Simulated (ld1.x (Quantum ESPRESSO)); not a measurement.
strontium: excitation energies, all-electron against RRKJ

```
Element                 : strontium
Generator               : ld1.x (Quantum ESPRESSO) 7.5
Type                    : norm-conserving RRKJ (Kleinman–Bylander form)
Functional              : BLYP
Relativity              : scalar-relativistic
Frozen core             : [Kr]
Valence charge          : 2
Reference configuration : 4d0 5s2 5p0
Partial waves           : 5p (bound, empty): rc 3.85 bohr; 4d (bound, empty): rc 3.50 bohr; 5s (bound): rc 3.04 bohr
Local potential         : the s channel
Core correction         : a·sin(br)/r model core inside 2.35 bohr
```

Energies are relative to the spin-unpolarised reference configuration 4d0 5s2 5p0; without spin polarisation the order of configurations can differ from experiment.

(1) Give the all-electron excitation energy and the error of the potential for: 4d0 5s1 5p0; 4d0 5s1.5 5p0; 4d0 5s1 5p1; 4d0 5s0 5p2; 4d0.5 5s1.5 5p0; 4d1 5s1 5p0; 4d0 5s0 5p1.

## Answers

(1)

```csv
valence configuration,charge,ΔE all-electron (eV),error AE − PS (meV)
4d0 5s1 5p0,+1,5.809,-2.9
4d0 5s1.5 5p0,+0.5,2.280,-0.3
4d0 5s1 5p1,0,2.355,-5.0
4d0 5s0 5p2,0,4.890,-24
4d0.5 5s1.5 5p0,0,1.153,-1.8
4d1 5s1 5p0,0,2.345,-6.1
4d0 5s0 5p1,+1,8.840,-21
```
